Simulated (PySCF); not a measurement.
Circular dichroism: `C[C@H]1C[Si@H]1C(F)(F)F`, C4H7F3Si

Geometry:
```csv
atom,x (Å),y (Å),z (Å)
C1,-1.257,-0.548,-1.238
C2,-0.850,0.697,-0.484
C3,-0.922,0.663,1.062
Si4,0.813,0.911,0.386
C5,1.915,-0.684,0.470
F6,1.222,-1.803,0.752
F7,2.577,-0.934,-0.679
F8,2.865,-0.579,1.422
H9,-0.818,-1.438,-0.794
H10,-2.341,-0.657,-1.217
H11,-0.941,-0.489,-2.277
H12,-1.283,1.593,-0.914
H13,-1.443,1.484,1.532
H14,-1.202,-0.289,1.495
H15,1.661,2.081,0.462
```

Level of theory: TDDFT PBE0/def2-SVPD circular dichroism and optical rotation, one conformer, gas phase (PySCF). Geometry: GFN2-xTB.

States above about 7.2 eV (minus the energy of the highest occupied orbital) lie near or above the ionisation threshold and depend on the basis.

(1) Assign R or S to each stereocentre.

(2) Which excitations and rotatory strengths does the calculation give?

## Answers

(1) C2 S, Si4 R.

(2) Rotatory strengths R in 10⁻⁴⁰ esu² cm², velocity form and length form (origin at the centre of mass); f in length form.
| state | E (eV) | λ (nm) | f | R (velocity) | R (length) | main |
| --- | --- | --- | --- | --- | --- | --- |
| 1 | 6.23 | 199 | 0.122 | -54.3 | -53.6 | HOMO→LUMO 0.67, HOMO→LUMO+1 0.14 |
| 2 | 6.43 | 193 | 0.077 | +45.4 | +44.8 | HOMO→LUMO+1 0.60, HOMO→LUMO 0.24 |
| 3 | 6.57 | 189 | 0.031 | +73.7 | +71.4 | HOMO→LUMO+2 0.66, HOMO→LUMO+1 0.24 |
| 4 | 7.00 | 177 | 0.0009 | -7.7 | -6.9 | HOMO→LUMO+3 0.69, HOMO−1→LUMO 0.26 |
| 5 | 7.16 | 173 | 0.005 | -3.0 | -1.9 | HOMO−1→LUMO 0.62, HOMO→LUMO+3 0.29 |
| 6 | 7.38 | 168 | 0.033 | -5.9 | -5.6 | HOMO→LUMO+4 0.81, HOMO−1→LUMO 0.08 |
| 7 | 7.69 | 161 | 0.010 | -16.9 | -16.1 | HOMO→LUMO+5 0.91 |
| 8 | 7.79 | 159 | 0.005 | +12.2 | +12.4 | HOMO→LUMO+6 0.48, HOMO−1→LUMO+1 0.44 |
| 9 | 7.89 | 157 | 0.017 | +0.4 | +0.4 | HOMO−1→LUMO+2 0.88 |
| 10 | 8.02 | 155 | 0.026 | -32.1 | -31.5 | HOMO−1→LUMO+1 0.48, HOMO→LUMO+6 0.38 |
| 11 | 8.16 | 152 | 0.039 | -34.2 | -34.5 | HOMO→LUMO+7 0.82, HOMO−2→LUMO 0.08 |
| 12 | 8.25 | 150 | 0.005 | -1.7 | -2.0 | HOMO−2→LUMO 0.89 |
| 13 | 8.39 | 148 | 0.030 | -30.9 | -30.9 | HOMO→LUMO+8 0.78, HOMO→LUMO+9 0.12 |
| 14 | 8.46 | 147 | 0.150 | -59.4 | -58.5 | HOMO−1→LUMO+3 0.78 |
| 15 | 8.68 | 143 | 0.008 | +12.7 | +11.0 | HOMO→LUMO+9 0.76, HOMO→LUMO+8 0.09 |
| 16 | 8.73 | 142 | 0.036 | +28.2 | +27.0 | HOMO−1→LUMO+4 0.65, HOMO−3→LUMO 0.18 |

Among the states computed, the strongest CD band (largest |R|) is state 3. The largest dissymmetry factor in size, g = 4R/(D+G), with D and G the electric and magnetic dipole strengths, is -0.075 for state 4 (velocity form, f = 0.001), among bands with |R| over 0.5. The mirror image has the same energies and oscillator strengths and all R with the opposite sign.
